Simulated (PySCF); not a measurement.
H₅Si₂, SMILES [SiH2][SiH3] (connectivity only; charge and spin as stated), charge +1, multiplicity 1. Geometry: r2SCAN-D4/def2-TZVP. The multiplicity is an assumed one; other spin states were not compared. The isomer is the one that the SMILES or the coordinates give; other isomers of the formula were not compared.

Level of theory: PySCF 2.14.0 with r2SCAN-D4/def2-TZVP.

Harmonic wavenumbers (cm⁻¹): 87, 269, 343, 415, 598, 670, 792, 891, 913, 961, 2197, 2249, 2265, 2285, 2295. Rotational constants (GHz): 54.45, 5.297, 5.125; symmetry number 1.

Problem. Work out the zero-point energy and the ideal-gas rigid-rotor harmonic-oscillator thermochemistry at 298.15 K and 1 atm.

Solution. ZPE = ½ Σ hcν = ½ × 17231 cm⁻¹ = 24.63 kcal/mol. H − E(el) = 28.51 kcal/mol. Entropy in cal/(mol K): translation 38.25, rotation 22.90, vibration 8.82, total 69.98. G − E(el) = 7.64 kcal/mol. Cp = 18.69 cal/(mol K). Modes under 150 cm⁻¹ make the vibrational entropy uncertain.
